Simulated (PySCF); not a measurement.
Isomers of C2H7NSi2, one GFN2-xTB conformer each. Single-point energies are computed at PBE0/pcSseg-1 (PySCF, gas phase, no added dispersion term), electronic only.

```
             SMILES  GFN2-xTB relative energy (kJ/mol)
 N#CC([SiH3])[SiH3]                               22.2
   N[SiH2]C#C[SiH3]                               61.5
   C#C[SiH2]N[SiH3]                                0.0
   N#C[SiH2]C[SiH3]                               77.2
C#C[Si@@H](N)[SiH3]                              121.6
   N#CC[SiH2][SiH3]                               57.4
   C#C[SiH2][SiH2]N                              118.6
```

Conformers: `[NH2:1][SiH2:2][C:3]#[C:4][SiH3:5]` with H–N1–Si2–C3 69° and -69°; `[CH:1]#[C:2][SiH2:3][NH:4][SiH3:5]` with C2–Si3–N4–Si5 -176°; `[N:1]#[C:2][SiH2:3][CH2:4][SiH3:5]` with C2–Si3–C4–Si5 62°; `[CH:1]#[C:2][Si@@H:3]([NH2:4])[SiH3:5]` with C2–Si3–N4–H -63° and 76°; `[N:1]#[C:2][CH2:3][SiH2:4][SiH3:5]` with C2–C3–Si4–Si5 58°; `[CH:1]#[C:2][SiH2:3][SiH2:4][NH2:5]` with C2–Si3–Si4–N5 -31°, Si3–Si4–N5–H -177° and 43°.

Q: What does PBE0/pcSseg-1 give for the same structures?

A: 
| SMILES | PBE0/pcSseg-1 E (Eh) | PBE0/pcSseg-1 (kJ/mol) | GFN2-xTB (kJ/mol) | point group |
| --- | --- | --- | --- | --- |
| N#C[SiH2]C[SiH3] | -713.70643 | 0.0 | 77.2 | C1 |
| N#CC[SiH2][SiH3] | -713.69137 | 39.6 | 57.4 | C1 |
| N#CC([SiH3])[SiH3] | -713.68834 | 47.5 | 22.2 | Cs |
| C#C[SiH2]N[SiH3] | -713.68362 | 59.9 | 0.0 | – |
| N[SiH2]C#C[SiH3] | -713.68306 | 61.4 | 61.5 | – |
| C#C[Si@@H](N)[SiH3] | -713.67017 | 95.2 | 121.6 | C1 |
| C#C[SiH2][SiH2]N | -713.66629 | 105.4 | 118.6 | C1 |

GFN2-xTB puts C#C[SiH2]N[SiH3] lowest instead; measured from each level's own lowest isomer, the values differ by up to 77.2 kJ/mol (N#C[SiH2]C[SiH3]: 77.2 against 0.0). As drawn, the lowest has a C≡N group, which the highest lacks; the highest has a C≡C bond, an N–H bond and an Si–Si bond, which the lowest lacks. Neighbours about 10 kJ/mol apart or less (N#CC[SiH2][SiH3] and N#CC([SiH3])[SiH3]; C#C[SiH2]N[SiH3] and N[SiH2]C#C[SiH3]; C#C[Si@@H](N)[SiH3] and C#C[SiH2][SiH2]N) can change places with a better method, another conformer or zero-point energy.

Q: Which frontier levels, dipoles and rotational constants go with these structures?

A: 
```tsv
SMILES	HOMO (eV, PBE0/pcSseg-1)	LUMO (eV)	dipole (D)	A, B, C (MHz)
N#C[SiH2]C[SiH3]	-9.23	-0.51	3.97	4522, 1739, 1359
N#CC[SiH2][SiH3]	-8.77	-0.49	3.81	4372, 1851, 1422
N#CC([SiH3])[SiH3]	-8.65	-0.21	3.96	2991, 2733, 1541
C#C[SiH2]N[SiH3]	-7.44	-0.32	0.96	10988, 1257, 1159
N[SiH2]C#C[SiH3]	-7.57	-0.56	1.23	12616, 930.2, 888.8
C#C[Si@@H](N)[SiH3]	-7.57	-0.49	1.37	3806, 2028, 1454
C#C[SiH2][SiH2]N	-7.30	-0.52	1.43	4677, 1872, 1409
```

Q: As an exercise, what shares would exp(−E/RT) give at 1000 K from these electronic energies alone (no entropy, no degeneracies)?

A: RT = 8.314 kJ/mol: N#C[SiH2]C[SiH3] 98.7 %, N#CC[SiH2][SiH3] 0.8 %, N#CC([SiH3])[SiH3] 0.3 %, C#C[SiH2]N[SiH3] 0.1 %, N[SiH2]C#C[SiH3] 0.1 %, C#C[Si@@H](N)[SiH3] under 0.1 %, C#C[SiH2][SiH2]N under 0.1 %.
